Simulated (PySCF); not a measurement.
# Correlation energy of Au (gold, neutral)

[Xe] 4f14 5d10 6p1, 2P determinant (an excited configuration). Computed with PySCF 2.14 in def2-TZVPPD with the def2 core potential (60 electrons) (6s5p3d2f1g, 59 functions), with scalar relativity through the core potential. Frozen: 5s2 5p6; 11 electrons correlated.

| level | correlation energy (mhartree) |
| --- | --- |
| CCSD | -319.10 |
| (T) | -13.32 |
| CCSD(T) | -332.42 |

Diagnostics: T1 = 0.021, D1 = 0.0710, largest double amplitude 0.042.

Spin-orbit coupling, absent here, splits the open shell strongly.

Cost of the coupled-cluster step: roughly 6 core-seconds, for 11 correlated electrons.

Iterations:

```
CC2 = 0
CCSD nocc = (np.int64(6), np.int64(5)), nmo = (55, 55)
frozen orbitals [[0, 1, 2, 3], [0, 1, 2, 3]]
max_cycle = 100
direct = 0
conv_tol = 1e-08
conv_tol_normt = 1e-06
diis_space = 8
diis_start_cycle = 0
Init t2, MP2 energy = -0.340444568736772
Init E_corr(UCCSD) = -0.340444568743491
cycle = 1  E_corr(UCCSD) = -0.311814932117699  dE = 0.0286296366  norm(t1,t2) = 0.0606533
cycle = 2  E_corr(UCCSD) = -0.317840113196735  dE = -0.00602518108  norm(t1,t2) = 0.0234722
cycle = 3  E_corr(UCCSD) = -0.317933277813046  dE = -9.31646163e-05  norm(t1,t2) = 0.0152772
cycle = 4  E_corr(UCCSD) = -0.318918415255905  dE = -0.000985137443  norm(t1,t2) = 0.00768917
cycle = 5  E_corr(UCCSD) = -0.319036328613662  dE = -0.000117913358  norm(t1,t2) = 0.00483748
cycle = 6  E_corr(UCCSD) = -0.318995077264791  dE = 4.12513489e-05  norm(t1,t2) = 0.00304501
cycle = 7  E_corr(UCCSD) = -0.319131876701603  dE = -0.000136799437  norm(t1,t2) = 0.00197885
cycle = 8  E_corr(UCCSD) = -0.319114721362675  dE = 1.71553389e-05  norm(t1,t2) = 0.000954009
cycle = 9  E_corr(UCCSD) = -0.319091768613799  dE = 2.29527489e-05  norm(t1,t2) = 0.00027022
cycle = 10  E_corr(UCCSD) = -0.319105101489689  dE = -1.33328759e-05  norm(t1,t2) = 0.000169326
cycle = 11  E_corr(UCCSD) = -0.319101266198681  dE = 3.83529101e-06  norm(t1,t2) = 9.50838e-05
cycle = 12  E_corr(UCCSD) = -0.319102187510107  dE = -9.21311425e-07  norm(t1,t2) = 5.13935e-05
cycle = 13  E_corr(UCCSD) = -0.319102324667885  dE = -1.37157778e-07  norm(t1,t2) = 2.19311e-05
cycle = 14  E_corr(UCCSD) = -0.319102082081231  dE = 2.42586654e-07  norm(t1,t2) = 1.18151e-05
cycle = 15  E_corr(UCCSD) = -0.319102241897243  dE = -1.59816012e-07  norm(t1,t2) = 5.34849e-06
cycle = 16  E_corr(UCCSD) = -0.319102156966687  dE = 8.49305555e-08  norm(t1,t2) = 1.925e-06
cycle = 17  E_corr(UCCSD) = -0.319102174164768  dE = -1.71980806e-08  norm(t1,t2) = 9.70114e-07
cycle = 18  E_corr(UCCSD) = -0.319102189747454  dE = -1.55826866e-08  norm(t1,t2) = 4.94558e-07
cycle = 19  E_corr(UCCSD) = -0.319102199186887  dE = -9.43943312e-09  norm(t1,t2) = 2.3349e-07
UCCSD converged
E(UCCSD) = -134.9505246867206  E_corr = -0.3191021991868873
UCCSD(T) correction = -0.013324779420154
```
